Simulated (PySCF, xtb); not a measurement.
This singlet lies 1.84 eV below the relaxed triplet at the level B3LYP-D3(BJ)/def2-TZVP (PySCF).

The numbers are results of xtb with GFN2-xTB, not measurements.

```
xtb start.xyz --ohess tight --gfn 2 --chrg 0 --uhf 0 --iterations 400

# start.xyz
7

C     -0.933763     0.259020    -0.003579
C     -0.076637    -0.753792    -0.061372
Ge     1.947866    -0.641947    -0.060000
Cl     2.151028     1.483355     0.207878
H     -2.008583     0.131335    -0.014792
H     -0.587901     1.280456     0.060156
H     -0.492010    -1.758427    -0.128292
```

Output:

```
[...]
       ...           ...                  ...                  ...
         5        2.0000           -0.4931148             -13.4183
         6        2.0000           -0.4593448             -12.4994
         7        2.0000           -0.4305973             -11.7171
         8        2.0000           -0.4279452             -11.6450
         9        2.0000           -0.4255840             -11.5807
        10        2.0000           -0.4135839             -11.2542
        11        2.0000           -0.3725058             -10.1364 (HOMO)
        12                         -0.2781289              -7.5683 (LUMO)
        13                         -0.1980096              -5.3881
        14                         -0.1584721              -4.3122
        15                         -0.1181908              -3.2161
        16                          0.0206936               0.5631
       ...                                ...                  ...
        29                          0.8485423              23.0900
      -------------------------------------------------------------
                  HL-Gap            0.0943770 Eh            2.5681 eV
             Fermi-level           -0.3253174 Eh           -8.8523 eV


         :::::::::::::::::::::::::::::::::::::::::::::::::::::
         ::                     SUMMARY                     ::
         :::::::::::::::::::::::::::::::::::::::::::::::::::::
         :: total energy             -12.306225896982 Eh    ::
         :: gradient norm              0.000276028704 Eh/a0 ::
         :: HOMO-LUMO gap              2.568127753765 eV    ::
         ::.................................................::
         :: SCC energy               -12.415331659819 Eh    ::
         :: -> isotropic ES           -0.008132818618 Eh    ::
         :: -> anisotropic ES          0.002103265754 Eh    ::
         :: -> anisotropic XC          0.005372708275 Eh    ::
         :: -> dispersion             -0.004728110248 Eh    ::
         :: repulsion energy           0.109105762837 Eh    ::
         :: add. restraining           0.000000000000 Eh    ::
         :: total charge               0.000000000000 e     ::
         :::::::::::::::::::::::::::::::::::::::::::::::::::::

           -------------------------------------------------
          |                Numerical Hessian                |
           -------------------------------------------------
step length          :   0.00500
SCC accuracy         :   0.30000
Hessian scale factor :   1.00000
frozen atoms in %    :   0.00000    0
RMS gradient         :   0.00028
estimated CPU  time      0.00 min
estimated wall time      0.00 min

writing file <hessian>.

 projected vibrational frequencies (cm⁻¹)
eigval :       -0.00    -0.00    -0.00     0.00     0.00     0.00
eigval :       31.95   144.63   295.11   354.88   364.79   477.34
eigval :      925.19   972.75  1022.42  1247.56  1405.39  1627.20
eigval :     2955.86  3033.93  3071.82
           -------------------------------------------------
          |                Property Printout                |
           -------------------------------------------------

    * Orbital Energies and Occupations

         #    Occupation            Energy/Eh            Energy/eV
      -------------------------------------------------------------
         1        2.0000           -1.0384014             -28.2563
         2        2.0000           -0.6362612             -17.3135
         3        2.0000           -0.6002902             -16.3347
         4        2.0000           -0.5358258             -14.5806
         5        2.0000           -0.4931148             -13.4183
         6        2.0000           -0.4593448             -12.4994
         7        2.0000           -0.4305973             -11.7171
         8        2.0000           -0.4279452             -11.6450
         9        2.0000           -0.4255840             -11.5807
        10        2.0000           -0.4135839             -11.2542
        11        2.0000           -0.3725058             -10.1364 (HOMO)
        12                         -0.2781289              -7.5683 (LUMO)
        13                         -0.1980096              -5.3881
        14                         -0.1584721              -4.3122
        15                         -0.1181908              -3.2161
        16                          0.0206936               0.5631
        17                          0.0332625               0.9051
        18                          0.0339143               0.9229
        19                          0.0370638               1.0086
        20                          0.0440815               1.1995
        21                          0.0502810               1.3682
        22                          0.0640709               1.7435
       ...                                ...                  ...
        29                          0.8485423              23.0900
      -------------------------------------------------------------
                  HL-Gap            0.0943770 Eh            2.5681 eV
             Fermi-level           -0.3253174 Eh           -8.8523 eV

     #   Z          covCN         q      C6AA      α(0)
     1   6 C        2.838    -0.061    29.507     8.902
     2   6 C        2.779    -0.132    31.350     9.171
     3  32 Ge       1.694     0.296   249.371    33.019
     4  17 Cl       0.814    -0.217   105.901    15.743
     5   1 H        0.925     0.031     2.575     2.509
     6   1 H        0.926     0.052     2.290     2.366
     7   1 H        0.925     0.031     2.577     2.511

 Mol. C6AA /au·bohr⁶  :       1721.521870
 Mol. C8AA /au·bohr⁸  :      84780.080042
 Mol. α(0) /au        :         74.220083

Wiberg/Mayer (AO) data.
largest (>0.10) Wiberg bond orders for each atom

 ---------------------------------------------------------------------------
     #   Z sym  total        # sym  WBO       # sym  WBO       # sym  WBO
 ---------------------------------------------------------------------------
     1   6 C    3.989 --     2 C    1.941     5 H    0.970     6 H    0.965
                             3 Ge   0.102
     2   6 C    3.942 --     1 C    1.941     3 Ge   1.031     7 H    0.948
     3  32 Ge   2.494 --     4 Cl   1.297     2 C    1.031     1 C    0.102
     4  17 Cl   1.335 --     3 Ge   1.297
     5   1 H    0.999 --     1 C    0.970
     6   1 H    0.997 --     1 C    0.965
     7   1 H    0.999 --     2 C    0.948
 ---------------------------------------------------------------------------

Topologies differ in total number of bonds
Writing topology from bond orders to xtbtopo.mol

molecular dipole:
                 x           y           z       tot (Debye)
 q only:        0.131      -0.776      -0.105
   full:       -0.142      -0.846      -0.111       2.200
molecular quadrupole (traceless):
                xx          xy          yy          xz          yz          zz
 q only:        1.235      -5.765      -1.274      -0.704      -0.271       0.039
  q+dip:        1.302      -5.948      -0.119      -0.708      -0.111      -1.183
   full:       -0.602      -5.448      -1.968      -0.642      -0.730       2.570

           -------------------------------------------------
          |                Geometry Summary                 |
           -------------------------------------------------

      molecular mass/u    :      135.1257818
   center of mass at/Å    :        1.4984583      -0.0024182       0.0158950
  moments of inertia/u·Å² :        0.1113671E+03   0.1622413E+03   0.2735376E+03
rotational constants/cm⁻¹ :        0.1513700E+00   0.1039047E+00   0.6162821E-01

 * 5 selected distances

     #   Z          #   Z                                           value/Å
     1   6 C        2   6 C                                       1.3280789
     3  32 Ge       4  17 Cl                                      2.1517302 (max)
     1   6 C        5   1 H                                       1.0824359
     1   6 C        6   1 H                                       1.0802844 (min)
     2   6 C        7   1 H                                       1.0891762

 * 3 distinct bonds (by element types)

   Z      Z             #   av. dist./Å        max./Å        min./Å
   1 H    6 C           3     1.0839655     1.0891762     1.0802844
   6 C    6 C           1     1.3280789     1.3280789     1.3280789
  17 Cl  32 Ge          1     2.1517302     2.1517302     2.1517302

           -------------------------------------------------
          |               Frequency Printout                |
Molecule has no symmetry elements
It seems to be the C1 point group
           -------------------------------------------------
 projected vibrational frequencies (cm⁻¹)
eigval :       -0.00    -0.00    -0.00     0.00     0.00     0.00
eigval :       31.95   144.63   295.11   354.88   364.79   477.34
eigval :      925.19   972.75  1022.42  1247.56  1405.39  1627.20
eigval :     2955.86  3033.93  3071.82
 reduced masses (amu)
   1: 25.45   2: 38.29   3: 50.94   4: 58.00   5: 31.14   6: 39.14   7: 11.96   8: 27.16
   9: 21.74  10: 43.06  11:  8.65  12: 19.04  13:  4.01  14:  2.61  15:  1.75  16:  3.73
  17:  2.31  18: 11.01  19:  1.81  20:  1.69  21:  1.91
 IR intensities (km·mol⁻¹)
   1:  0.76   2:  0.11   3:  0.24   4:  0.10   5:  0.76   6:  0.27   7:  0.76   8:  1.87
   9: 12.53  10: 68.53  11: 18.94  12: 76.58  13:  6.86  14:  3.69  15: 10.05  16: 11.51
  17: 13.91  18: 20.10  19: 52.85  20: 85.59  21: 40.90
 Raman intensities (Ä⁴*amu⁻¹)
   1:  0.00   2:  0.00   3:  0.00   4:  0.00   5:  0.00   6:  0.00   7:  0.00   8:  0.00
   9:  0.00  10:  0.00  11:  0.00  12:  0.00  13:  0.00  14:  0.00  15:  0.00  16:  0.00
  17:  0.00  18:  0.00  19:  0.00  20:  0.00  21:  0.00
 output can be read by thermo (or use thermo option).
 writing <g98.out> molden fake output.
 recommended (thermochemical) frequency scaling factor: 1.0
           -------------------------------------------------
          |             Thermodynamic Functions             |
           -------------------------------------------------

c1  symmetry found (for desy threshold:  0.10E+00) used in thermo

          ...................................................
          :                      SETUP                      :
          :.................................................:
          :  # frequencies                          15      :
          :  # imaginary freq.                       0      :
          :  linear?                             false      :
          :  only rotor calc.                    false      :
          :  symmetry                               c1      :
          :  rotational number                       1      :
          :  scaling factor                  1.0000000      :
          :  rotor cutoff                   50.0000000 cm⁻¹ :
          :  imag. cutoff                  -20.0000000 cm⁻¹ :
          :.................................................:

    mode    ω/cm⁻¹     T·S(HO)/kcal·mol⁻¹    T·S(FR)/kcal·mol⁻¹   T·S(vib)
   ------------------------------------------------------------------------
       1     31.95    -1.70078 ( 14.29%)    -1.18836 ( 85.71%)    -1.26159
       2    144.63    -0.81745 ( 98.59%)    -0.74171 (  1.41%)    -0.81639
       3    295.11    -0.43068 ( 99.92%)    -0.53053 (  0.08%)    -0.43076
   ------------------------------------------------------------------------

   temp. (K)  partition function   enthalpy   heat capacity  entropy
                                   cal/mol     cal/K/mol   cal/K/mol   J/K/mol
 298.15  VIB   31.0                 1909.343     10.679     11.753
         ROT  0.170E+06              888.752      2.981     26.913
         INT  0.527E+07             2798.095     13.660     38.666
         TR   0.152E+28             1481.254      4.968     40.597
         TOT                        4279.3489    18.6279    79.2624   331.6341

       T/K    H(0)-H(T)+PV         H(T)/Eh          T*S/Eh         G(T)/Eh
   ------------------------------------------------------------------------
    298.15    0.681958E-02    0.476690E-01    0.376601E-01    0.100088E-01
   ------------------------------------------------------------------------

         :::::::::::::::::::::::::::::::::::::::::::::::::::::
         ::                  THERMODYNAMIC                  ::
         :::::::::::::::::::::::::::::::::::::::::::::::::::::
         :: total free energy         -12.296217067931 Eh   ::
         ::.................................................::
         :: total energy              -12.306225896982 Eh   ::
         :: zero point energy           0.040849396763 Eh   ::
         :: G(RRHO) w/o ZPVE           -0.030840567713 Eh   ::
         :: G(RRHO) contrib.            0.010008829051 Eh   ::
         :::::::::::::::::::::::::::::::::::::::::::::::::::::

optimized geometry written to: xtbopt.xyz

           -------------------------------------------------
          | TOTAL ENERGY              -12.306225896982 Eh   |
          | TOTAL ENTHALPY            -12.258556923659 Eh   |
          | TOTAL FREE ENERGY         -12.296217067931 Eh   |
          | GRADIENT NORM               0.000276019642 Eh/α |
          | HOMO-LUMO GAP               2.568127547211 eV   |
           -------------------------------------------------

------------------------------------------------------------------------
```

Cost: roughly 0.20 core-seconds.
